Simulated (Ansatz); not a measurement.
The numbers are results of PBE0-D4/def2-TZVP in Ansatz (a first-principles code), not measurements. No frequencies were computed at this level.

Ansatz 0.2 input:
```yaml
crystal:
  periodic: [false, false, false]
  atoms:
    - { symbol: N, position_ang: [1.042231, -0.678486, -0.542871] }
    - { symbol: Si, position_ang: [-0.269921, -0.125789, 0.416751] }
    - { symbol: O, position_ang: [-0.871481, 1.270092, -0.189781] }
    - { symbol: H, position_ang: [0.847079, -0.992681, -1.479897] }
    - { symbol: H, position_ang: [1.891379, -0.136499, -0.545076] }
    - { symbol: H, position_ang: [-1.294452, -1.165461, 0.365584] }
    - { symbol: H, position_ang: [0.26023, 0.109223, 1.757239] }
    - { symbol: H, position_ang: [-1.605066, 1.7196, 0.218052] }
basis:
  gaussian: { orbitals: def2-tzvp }
hamiltonian:
  xc: pbe0
  dispersion: d4
relax:
  max_steps: 150
```

Output:

```
Functional definition: PBE0
794 factors; their error is unknown
mean field evaluation 1: about -11483.3066 eV, gradient 7.4e1 eV
mean field evaluation 2: about -11470.1781 eV, gradient 1.1e2 eV
mean field evaluation 4: about -11492.5606 eV, gradient 4.5e0 eV
mean field evaluation 8: about -11492.5956 eV, gradient 2.4e-2 eV
mean field evaluation 16: about -11492.6346 eV, gradient 4.3e-5 eV
mean field -11492.63462609 eV, -422.3465325212 hartree, gradient 4.3e-5 eV, S^2 0.000000; 0 other end points of the search recorded, 0 dependent functions left out
reference -11492.63465312 eV, -422.3465335146 hartree; 17, 17 occupied and 112, 112 virtual orbitals, 794 factors
relax step   1: F+E_penalty+E_count = -11492.72974977 eV  Δ(F+E_penalty+E_count) = +0.000e0 eV  max|allowed force component| = 6.023e-1 eV/Å  Δτ_max = 0.0000 Å  (25 SCF iters, accepted)
these checks for a lower state are left out or cut short: starts, cluster_reference, orbital_swaps, neighbouring_geometries, increment
794 factors; their error is unknown
mean field -11492.65774416 eV, -422.3473820948 hartree, gradient 1.1e-5 eV, S^2 0.000000; 0 other end points of the search recorded, 0 dependent functions left out
reference -11492.65777124 eV, -422.3473830900 hartree; 17, 17 occupied and 112, 112 virtual orbitals, 794 factors
relax step   2: F+E_penalty+E_count = -11492.75278711 eV  Δ(F+E_penalty+E_count) = -2.304e-2 eV  max|allowed force component| = 2.491e-1 eV/Å  Δτ_max = 0.0227 Å  (30 SCF iters, accepted)
these checks for a lower state are left out or cut short: starts, cluster_reference, orbital_swaps, neighbouring_geometries, increment
794 factors; their error is unknown
mean field -11492.66276130 eV, -422.3475664710 hartree, gradient 1.1e-5 eV, S^2 0.000000; 0 other end points of the search recorded, 0 dependent functions left out
reference -11492.66278840 eV, -422.3475674671 hartree; 17, 17 occupied and 112, 112 virtual orbitals, 794 factors
relax step   3: F+E_penalty+E_count = -11492.75782800 eV  Δ(F+E_penalty+E_count) = -5.041e-3 eV  max|allowed force component| = 1.163e-1 eV/Å  Δτ_max = 0.0128 Å  (30 SCF iters, accepted)
these checks for a lower state are left out or cut short: starts, cluster_reference, orbital_swaps, neighbouring_geometries, increment
794 factors; their error is unknown
mean field evaluation 32: about -11492.6201 eV, gradient 1.6e-2 eV
mean field -11492.65913074 eV, -422.3474330504 hartree, gradient 1.2e-5 eV, S^2 0.000000; 0 other end points of the search recorded, 0 dependent functions left out
reference -11492.65915781 eV, -422.3474340453 hartree; 17, 17 occupied and 112, 112 virtual orbitals, 794 factors
relax step   4: F+E_penalty+E_count = -11492.75428675 eV  Δ(F+E_penalty+E_count) = +3.541e-3 eV  max|allowed force component| = 4.637e-1 eV/Å  Δτ_max = 0.0388 Å  (30 SCF iters, rejected (line search))
these checks for a lower state are left out or cut short: starts, cluster_reference, orbital_swaps, neighbouring_geometries, increment
794 factors; their error is unknown
mean field -11492.66581257 eV, -422.3476786034 hartree, gradient 1.1e-5 eV, S^2 0.000000; 0 other end points of the search recorded, 0 dependent functions left out
reference -11492.66583970 eV, -422.3476796002 hartree; 17, 17 occupied and 112, 112 virtual orbitals, 794 factors
relax step   5: F+E_penalty+E_count = -11492.76090825 eV  Δ(F+E_penalty+E_count) = -3.080e-3 eV  max|allowed force component| = 3.417e-2 eV/Å  Δτ_max = 0.0189 Å  (30 SCF iters, accepted)
these checks for a lower state are left out or cut short: starts, cluster_reference, orbital_swaps, neighbouring_geometries, increment
794 factors; their error is unknown
mean field -11492.66717168 eV, -422.3477285496 hartree, gradient 1.1e-5 eV, S^2 0.000000; 0 other end points of the search recorded, 0 dependent functions left out
reference -11492.66719885 eV, -422.3477295483 hartree; 17, 17 occupied and 112, 112 virtual orbitals, 794 factors
relax step   6: F+E_penalty+E_count = -11492.76222577 eV  Δ(F+E_penalty+E_count) = -1.318e-3 eV  max|allowed force component| = 1.032e-2 eV/Å  Δτ_max = 0.0257 Å  (29 SCF iters, accepted)
these checks for a lower state are left out or cut short: starts, cluster_reference, orbital_swaps, neighbouring_geometries, increment
794 factors; their error is unknown
mean field -11492.66722705 eV, -422.3477305845 hartree, gradient 1.1e-5 eV, S^2 0.000000; 0 other end points of the search recorded, 0 dependent functions left out
reference -11492.66725423 eV, -422.3477315834 hartree; 17, 17 occupied and 112, 112 virtual orbitals, 794 factors
relax step   7: F+E_penalty+E_count = -11492.76226766 eV  Δ(F+E_penalty+E_count) = -4.189e-5 eV  max|allowed force component| = 6.505e-3 eV/Å  Δτ_max = 0.0026 Å  (32 SCF iters, accepted)
794 factors; their error is unknown
mean field evaluation 64: about -11492.5828 eV, gradient 5.1e0 eV
mean field -11492.66722705 eV, -422.3477305845 hartree, gradient 5.3e-5 eV, S^2 0.000000; 1 other end points of the search recorded, 0 dependent functions left out
reference -11492.66725423 eV, -422.3477315834 hartree; 17, 17 occupied and 112, 112 virtual orbitals, 794 factors
Total energy: -11492.76229484 eV, -422.3512242614 hartree
Atom 0 at     1.039519    -0.643070    -0.572280 Å, force     0.006505    -0.004676    -0.002929 eV/Å
Atom 1 at    -0.260021    -0.099541     0.381661 Å, force    -0.003773    -0.000635     0.004763 eV/Å
Atom 2 at    -0.895468     1.309770    -0.199288 Å, force    -0.001134     0.004437    -0.002792 eV/Å
Atom 3 at     0.876111    -1.045760    -1.480418 Å, force    -0.002621    -0.001560    -0.001796 eV/Å
Atom 4 at     1.932501    -0.179656    -0.534790 Å, force     0.001821     0.002078     0.002184 eV/Å
Atom 5 at    -1.306458    -1.155885     0.369920 Å, force     0.000286     0.000235    -0.000786 eV/Å
Atom 6 at     0.248456     0.118962     1.761783 Å, force     0.000477     0.000384    -0.000632 eV/Å
Atom 7 at    -1.634641     1.695180     0.273414 Å, force    -0.001562    -0.000263     0.001986 eV/Å
Dipole moment:    -0.019329     0.058056    -0.031594 e Å
```

Cost: very roughly 23 core-seconds.
